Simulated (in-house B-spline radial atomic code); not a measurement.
# The tantalum ion Ta³⁺: [Xe] 4f14 5d2

All numbers are computed (Dirac-Kohn-Sham LDA exchange-only, spherical fractional occupations; Fermi nucleus of rms radius 5.3507 fm) with an all-electron radial atomic-structure program (B-spline basis), not measured.

Screening seen three ways: the hydrogenic charge with the same mean radius, Z_r = [3n² - l(l+1)]/(2<r>), the one with the same energy, Z_e = n√(-2ε), and Slater's rules. Values are occupation-weighted means over j. An effective charge above Z reflects the relativistic contraction of the inner shells.

```csv
shell,electrons,ε (eV),<r> (bohr),Z_r,Z_e,Slater
1s,2,-67222,0.01868,80.30,70.29,72.70
2s,2,-11565,0.0784,76.53,58.31,68.85
2p,6,-10215,0.07012,71.31,54.80,68.85
3s,2,-2669,0.2045,66.01,42.02,61.75
3p,6,-2261.4,0.2041,61.24,38.68,61.75
3d,10,-1751.4,0.1857,56.54,34.04,51.85
4s,2,-564.47,0.459,52.29,25.76,45.25
4p,6,-429.35,0.4869,47.24,22.47,45.25
4d,10,-247.91,0.5237,40.10,17.07,33.85
5s,2,-99.42,1.098,34.17,13.52,15.35
5p,6,-66.222,1.278,28.56,11.03,15.35
4f,14,-51.262,0.6388,28.18,7.76,22.45
5d,2,-28.014,1.861,18.54,7.17,4.65
```

The least bound orbital is 5d5/2 at -27.69 eV, and it is also the most diffuse (<r> = 1.88 bohr).

Spin-orbit splittings of the orbital energies (j = l + 1/2 above j = l - 1/2 when positive): 2p 1269 eV, 3p 273 eV, 3d 59.53 eV, 4p 63.09 eV, 4d 11.59 eV, 5p 8.986 eV, 4f 1.986 eV, 5d 0.8089 eV.

For the 1s electron the small component carries 7.55 % of the norm, the zero-frequency Breit interaction raises the level by 232.3 eV, self-energy by 144.5 eV, and vacuum polarisation lowers it by 26.92 eV.

The density falls to 0.001 bohr⁻³ at 3.416 bohr; Σ<r²> = 35.229 bohr² gives, by the non-relativistic formula and without the paramagnetism of open shells, a Langevin diamagnetic susceptibility of -27.9×10⁻⁶ cm³/mol.
